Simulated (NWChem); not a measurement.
# CH$_{3}$ClMg; SMILES [CH3][Mg][Cl]

```xyz
6

Mg    -0.0627    -0.2919     0.0001
Cl     0.3669     1.8901    -0.0004
C     -0.4660    -2.3417     0.0006
H      0.1723    -2.8800    -0.7313
H     -1.5243    -2.5468    -0.2657
H     -0.2801    -2.7909     0.9989
```
Atoms are numbered in this order, from 1.

Program: NWChem. Structure relaxed at the PBE-D3(BJ)/def2-SVP level. Core excitations by TDA in a window of 1s orbitals, non-relativistic and unshifted: absolute energies depend strongly on the exact-exchange share.

For level Cl K edge, BHandHLYP/cc-pVTZ:

```
Property                  Result
------------------------  ------
first 1s excitation (eV)  2792.5
```

Estimate the same quantities for level Cl K edge, PBE/def2-TZVP.


| Item | Result |
|---|---|
| first 1s excitation (eV) | 2736.0 |
